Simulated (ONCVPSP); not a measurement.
## Ranking ONCV potentials for helium (He)

All share these settings but for the change named:

```
Element                 : He (Z = 2)
Generator               : ONCVPSP 4.0.1
Type                    : optimised norm-conserving Vanderbilt (ONCV)
Functional              : PBEsol
Relativity              : scalar-relativistic
Frozen core             : none
Valence charge          : 2
Reference configuration : 1s2
Partial waves           : 1s: rc 0.70 bohr, ncon 4, nbas 8, qcut 7.2 1/bohr, local
Local potential         : the s channel
Core correction         : none
```

Cutoff: the first of the cutoffs (Ha) at which the residual kinetic energy of the hardest occupied pseudo-wave falls to 1 and 0.1 mHa per electron; the density cutoff is not measured.

The base gives 270 Ha.

Of 5 variants that were run, those that failed, showed a ghost or another fault, or gave nearly equal values are left out.

A variant can come out equal or close to the base.

Rank these variants from softest to hardest (loose cutoff).
A. s: rc 0.56
B. s: rc 0.52
C. s: nbas 9
D. s: qcut 4.9

C (279 Ha), D (316 Ha), A (437 Ha), B (497 Ha).
